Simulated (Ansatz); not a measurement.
Start from `[NH2][Al]([F])[Br]` and change one atom or group to get `C[S][Al]([NH2])[F]`.

Ansatz, PBE0-D4/def2-TZVP geometries, multiplicity 1. Each molecule was computed in one conformer, which needn't be the lowest.

Scalar relativity is left out up to krypton. Spin–orbit coupling is left out; it splits and shifts lone-pair levels of the heavy atoms by tenths of an eV.

```tsv
property	`[NH2][Al]([F])[Br]`
HOMO–LUMO gap (PBE/def2-TZVPP) / eV	5.02
HOMO energy (PBE0/def2-TZVPP) / eV	-8.02
HOMO energy (ωB97M-V/def2-TZVPP) / eV	-10.39
HOMO–LUMO gap (ωB97M-V/def2-TZVPP) / eV	11.29
HOMO–LUMO gap (B3LYP/def2-TZVPP) / eV	6.73
size of the dipole moment (ωB97M-V/def2-TZVPP) / D	2.40
```

Q: What does the change do to each property? (Estimate.)

A: The calculation gave: 
| property | `C[S][Al]([NH2])[F]` | shift |
| --- | --- | --- |
| HOMO–LUMO gap (PBE/def2-TZVPP) / eV | 4.66 | -0.36 |
| HOMO energy (PBE0/def2-TZVPP) / eV | -7.03 | 0.99 |
| HOMO energy (ωB97M-V/def2-TZVPP) / eV | -9.21 | 1.18 |
| HOMO–LUMO gap (ωB97M-V/def2-TZVPP) / eV | 10.48 | -0.81 |
| HOMO–LUMO gap (B3LYP/def2-TZVPP) / eV | 6.19 | -0.54 |
| size of the dipole moment (ωB97M-V/def2-TZVPP) / D | 0.68 | -1.72 |

With PBE0 the HOMO rises by 0.99 eV and the LUMO rises by 0.42 eV, so the gap narrows by about 0.57 eV. PBE moves the HOMO by 0.79 eV and ωB97M-V by 1.18 eV. Dipoles are sizes alone; their direction can turn.

B3LYP here is the variant with VWN-RPA as its local correlation; programs differ in this.
